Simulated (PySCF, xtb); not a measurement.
SeCl2, SMILES Cl[Se]Cl.

Harmonic wavenumbers (cm⁻¹) from GFN2-xTB (xtb) at its own minimum, in rising order: 154, 363, 394.

Q: What does PySCF with PBE-D3(BJ)/def2-TZVP give at its own minimum? (The exact figures need the calculation; the answer reports its results.)

A: 150, 385, 409. Paired by order, the mean absolute difference is 14 cm⁻¹ and the zero-point energies are 1.3 and 1.4 kcal/mol.
